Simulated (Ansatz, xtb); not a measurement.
C5H8Se: which of two isomers lies lower

Structure X: `C[C@@H]1C=C[Se]C1`, a singlet. Structure Y: `C[C@@H]1C=CC[Se]1`, a singlet. Both are isolated molecules in the gas phase, relaxed with PBE0-D3(BJ)/def2-SVP, each in the lowest conformer that the search found.

Quicker runs give these differences E(Y) − E(X): GFN2-xTB +4.57 kJ/mol; HF/STO-3G +1.73 kJ/mol (at GFN2-xTB geometries); r2SCAN-D4/def2-SVP −2.97 kJ/mol (at GFN2-xTB geometries).

**Question.** Which of the two would you expect CCSD(T)/def2-SVP + ΔMP2/def2-TZVPP electronic energies to favour?

**Answer.** Too close to call at this level: CCSD(T)/def2-SVP + ΔMP2/def2-TZVPP gives E(Y) − E(X) = −3.97 kJ/mol.

How the difference moves with the method:

```json
{"level": "GFN2-xTB", "geometry": "GFN2-xTB", "E(Y) − E(X) (kJ/mol)": "+4.57", "departure from the last row (kJ/mol)": "+8.54", "job, with rough time for the two": "optimisation, 0.1 s"}
{"level": "HF/STO-3G", "geometry": "GFN2-xTB", "E(Y) − E(X) (kJ/mol)": "+1.73", "departure from the last row (kJ/mol)": "+5.70", "job, with rough time for the two": "single point, 0.44 s"}
{"level": "r2SCAN-D4/def2-SVP", "geometry": "GFN2-xTB", "E(Y) − E(X) (kJ/mol)": "−2.97", "departure from the last row (kJ/mol)": "+1.00", "job, with rough time for the two": "single point, 4 s"}
{"level": "PBE0-D3(BJ)/def2-SVP", "geometry": "PBE0-D3(BJ)/def2-SVP", "E(Y) − E(X) (kJ/mol)": "−4.70", "departure from the last row (kJ/mol)": "−0.72", "job, with rough time for the two": "optimisation, 41 s"}
{"level": "HF/def2-SVP", "geometry": "PBE0-D3(BJ)/def2-SVP", "E(Y) − E(X) (kJ/mol)": "−12.94", "departure from the last row (kJ/mol)": "−8.97", "job, with rough time for the two": "part of the CCSD(T) run"}
{"level": "MP2/def2-SVP", "geometry": "PBE0-D3(BJ)/def2-SVP", "E(Y) − E(X) (kJ/mol)": "−2.91", "departure from the last row (kJ/mol)": "+1.07", "job, with rough time for the two": "part of the CCSD(T) run"}
{"level": "CCSD(T)/def2-SVP", "geometry": "PBE0-D3(BJ)/def2-SVP", "E(Y) − E(X) (kJ/mol)": "−3.69", "departure from the last row (kJ/mol)": "+0.28", "job, with rough time for the two": "single point"}
{"level": "CCSD(T)/def2-SVP + ΔMP2/def2-TZVPP", "geometry": "PBE0-D3(BJ)/def2-SVP", "E(Y) − E(X) (kJ/mol)": "−3.97", "departure from the last row (kJ/mol)": "", "job, with rough time for the two": "single point, 80 s"}
```

As drawn, both hold the same kinds of bond in the same numbers.

The largest departure from CCSD(T)/def2-SVP + ΔMP2/def2-TZVPP is that of HF/def2-SVP, 8.97 kJ/mol. The last row adds to CCSD(T) the change of the MP2 difference between the two basis sets, here −0.28 kJ/mol.

With thermal terms from frequencies at re-optimised GFN2-xTB minima (ideal gas, soft modes damped towards free rotors, one conformer each, 298.15 K, 1 atm): the zero-point term adds −1.85 kJ/mol; ΔH is −5.18 and ΔG −6.66 kJ/mol.

The correlated steps freeze 14 core orbitals; the filled d shell of Se is correlated, in a basis made for valence electrons. Programs: Ansatz 0.2.0, xtb 6.7.1; the last row on 4 threads of Arm Neoverse V2 on a shared host.
